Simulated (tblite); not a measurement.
Compound: C6H11FP2Si.
Numbering: `[CH:1]#[C:2][C@@H:3]([CH2:4][CH:5]=[CH2:6])[Si:7]([F:8])([PH2:9])[PH2:10]` (hydrogens: H11 on C1; H12 on C3; H13, H14 on C4; H15 on C5; H16, H17 on C6; H18, H19 on P9; H20, H21 on P10)

Computed with GFN2-xTB (tblite), gas phase: L-BFGS steps from a force-field or distance-geometry start until the largest atomic force falls under 0.01 eV/Å.

Step 28: E = -813.4365 eV
```
atom  x, y, z in Å  |  force x, y, z in eV/Å
C1      0.3746   -3.0698    0.4286    0.002  -0.007   0.010
C2      0.0296   -1.9875    0.0492   -0.070  -0.004  -0.078
C3     -0.3693   -0.6554   -0.3504    0.046   0.029   0.000
C4     -1.4623   -0.1421    0.5990    0.015   0.010   0.033
C5     -1.9817    1.1937    0.1821    0.033   0.018  -0.072
C6     -3.2052    1.4210   -0.2543   -0.064   0.022   0.028
Si7     1.2559    0.3729   -0.3780    0.046   0.035   0.030
F8      0.9448    1.8776   -0.9427   -0.027  -0.059  -0.048
P9      2.5035   -0.5899   -2.0001    0.009   0.042   0.023
P10     2.0010    0.6188    1.7559   -0.057  -0.033  -0.039
H11     0.6504   -4.0299    0.7479    0.007  -0.003  -0.010
H12    -0.7768   -0.6898   -1.3675    0.031  -0.051   0.027
H13    -2.2758   -0.8726    0.6251   -0.005   0.035   0.003
H14    -1.0399   -0.0673    1.6057    0.030  -0.007   0.049
H15    -1.2724    2.0080    0.2256    0.037  -0.002   0.063
H16    -3.5308    2.4079   -0.5329   -0.004   0.017  -0.051
H17    -3.9440    0.6411   -0.3328   -0.006  -0.053   0.027
H18     3.2618   -1.3643   -1.1388   -0.036   0.000   0.014
H19     3.4503    0.4200   -2.0240    0.019   0.012   0.006
H20     3.3439    0.5225    1.4257    0.006  -0.022  -0.007
H21     2.0335    2.0020    1.6763   -0.011   0.021  -0.008
```

Step 29: E = -813.4384 eV
```
atom  x, y, z in Å  |  force x, y, z in eV/Å
C1      0.3748   -3.0691    0.4255    0.003  -0.028   0.020
C2      0.0218   -1.9897    0.0466   -0.056   0.010  -0.087
C3     -0.3742   -0.6578   -0.3523    0.055   0.050  -0.014
C4     -1.4600   -0.1400    0.6019    0.004   0.013   0.039
C5     -1.9801    1.1947    0.1819    0.042   0.029  -0.034
C6     -3.2042    1.4216   -0.2528   -0.061   0.012   0.008
Si7     1.2528    0.3682   -0.3820    0.055   0.053  -0.013
F8      0.9403    1.8747   -0.9434   -0.024  -0.076  -0.052
P9      2.5132   -0.5863   -2.0029    0.030   0.058   0.065
P10     1.9940    0.6202    1.7500   -0.088  -0.060   0.004
H11     0.6521   -4.0278    0.7458    0.013  -0.029  -0.004
H12    -0.7862   -0.6902   -1.3673    0.029  -0.052   0.016
H13    -2.2735   -0.8696    0.6374   -0.016   0.029  -0.005
H14    -1.0300   -0.0632    1.6052    0.026   0.005   0.053
H15    -1.2703    2.0085    0.2291    0.029   0.004   0.047
H16    -3.5303    2.4078   -0.5362   -0.001  -0.015  -0.036
H17    -3.9392    0.6373   -0.3306   -0.010  -0.026   0.024
H18     3.2643   -1.3676   -1.1379   -0.055   0.024  -0.010
H19     3.4615    0.4255   -2.0115   -0.009  -0.019   0.009
H20     3.3354    0.5175    1.4237    0.039  -0.016  -0.014
H21     2.0289    2.0023    1.6696   -0.004   0.036  -0.017
```

Q: Estimate the geometry and energy of step 30. (The exact step hangs on the optimiser's Hessian estimate; all steps are aligned on step 29, rigid shifts and turns removed.)

A: E = -813.4405 eV, largest force 0.116 eV/Å
```
atom  x, y, z in Å  |  force x, y, z in eV/Å
C1      0.3748   -3.0684    0.4224   -0.001  -0.032   0.021
C2      0.0123   -1.9925    0.0425   -0.021   0.005  -0.072
C3     -0.3781   -0.6592   -0.3542    0.045   0.048  -0.018
C4     -1.4574   -0.1372    0.6054    0.000   0.018   0.032
C5     -1.9777    1.1965    0.1809    0.034   0.033   0.023
C6     -3.2036    1.4223   -0.2508   -0.027  -0.006  -0.013
Si7     1.2508    0.3641   -0.3861    0.045   0.048  -0.052
F8      0.9336    1.8702   -0.9457   -0.021  -0.072  -0.061
P9      2.5236   -0.5817   -2.0050    0.036   0.064   0.090
P10     1.9853    0.6210    1.7441   -0.080  -0.060   0.044
H11     0.6540   -4.0259    0.7432    0.012  -0.044  -0.002
H12    -0.7951   -0.6915   -1.3664    0.025  -0.039  -0.001
H13    -2.2718   -0.8652    0.6492   -0.016   0.024  -0.011
H14    -1.0198   -0.0595    1.6059    0.014   0.020   0.041
H15    -1.2668    2.0092    0.2337    0.013   0.012   0.022
H16    -3.5303    2.4072   -0.5410   -0.001  -0.049  -0.016
H17    -3.9337    0.6322   -0.3270   -0.011   0.012   0.020
H18     3.2659   -1.3705   -1.1373   -0.064   0.039  -0.025
H19     3.4737    0.4303   -1.9989   -0.027  -0.038   0.014
H20     3.3266    0.5121    1.4213    0.047  -0.012  -0.011
H21     2.0247    2.0033    1.6634   -0.002   0.028  -0.024
```

The energy changes by -0.0021 eV. The first-order estimate −F·Δx gives -0.0029 eV and the mean of the old and new forces, exact on a quadratic surface, -0.0021 eV. The step makes an angle of 76° with the force vector and moves no atom by more than 0.018 Å.

The cost below is that of the whole relaxation. On one thread, Arm Neoverse V1 (aarch64), shared host with 32 logical CPUs at a one-minute load of 12, this took 2.8 s.
